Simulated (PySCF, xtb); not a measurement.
C2H10ClNSi2, SMILES C[Si@H](Cl)[C@H](N)[SiH3]. Other conformers were not sampled.

Harmonic wavenumbers (cm⁻¹) from xtb 6.7.1 with GFN2-xTB at its own minimum, in rising order: 38, 97, 104, 115, 136, 159, 213, 269, 296, 336, 445, 503, 551, 599, 633, 672, 764, 767, 783, 788, 804, 829, 843, 976, 1067, 1082, 1125, 1311, 1376, 1479, 1483, 1571, 2188, 2228, 2252, 2293, 2912, 3039, 3041, 3055, 3372, 3405.

**Question.** What does PBE-D3(BJ)/def2-SVP run with PySCF 2.14.0 give at its own minimum? (Estimate from the structure and the level; the computed values follow.)

**Answer.** 45, 108, 120, 150, 154, 181, 211, 277, 302, 354, 467, 516, 589, 638, 658, 707, 729, 786, 814, 859, 861, 893, 909, 913, 1007, 1058, 1095, 1216, 1300, 1374, 1379, 1580, 2143, 2150, 2174, 2182, 2959, 2976, 3076, 3089, 3380, 3462. Paired by order, the mean absolute difference is 42 cm⁻¹ and the zero-point energies are 71.5 and 71.2 kcal/mol.
